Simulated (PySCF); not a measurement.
A species of formula C3H6BFSe has this rotational fingerprint, computed with PBE0-D3(BJ)/def2-SVP geometry optimisation, gas phase (PySCF 2.14.0):

- Rotational constants: A = 3499, B = 2090, C = 1717 MHz
- Dipole components: |μa| = 0.99 D, |μb| = 2.04 D, |μc| = 0.49 D
- Inertial defect: -91.90 u·Å²
- κ: -0.58

Problem. Which structure is it? (One computed conformer of each.)
A. `[BH2:1][C@@H:2]1[CH2:3][Se:4][C@@H:5]1[F:6]` with H–B1–C2–C3 -27° and 158°, B1–C2–C3–Se4 -141°, C2–C3–Se4–C5 8°, C3–Se4–C5–F6 109°, B1–C2–C5–Se4 143°
B. `[F:1][BH:2][C@H:3]1[CH2:4][CH2:5][Se:6]1` with F1–B2–C3–C4 9°, B2–C3–C4–C5 67°, C3–C4–C5–Se6 18°, C4–C5–Se6–C3 -14°, B2–C3–Se6–C5 -104°

Solution. B. It is FB[C@H]1CC[Se]1, an asymmetric top, point group C1. The candidates at the same level (rigid rotor, commonest isotopes):

| SMILES | A (MHz) | B (MHz) | C (MHz) | μa (D) | μb (D) | μc (D) | Δ (u·Å²) | point group | rotor |
| --- | --- | --- | --- | --- | --- | --- | --- | --- | --- |
| FB[C@H]1CC[Se]1 | 3499 | 2090 | 1717 | 0.99 | 2.04 | 0.49 | -91.90 | C1 | asymmetric top |
| B[C@@H]1C[Se][C@@H]1F | 4113 | 1837 | 1378 | 0.54 | 1.68 | 1.29 | -31.15 | C1 | asymmetric top |

`B[C@@H]1C[Se][C@@H]1F` has C 20 % too low. No structure here is proved a minimum.
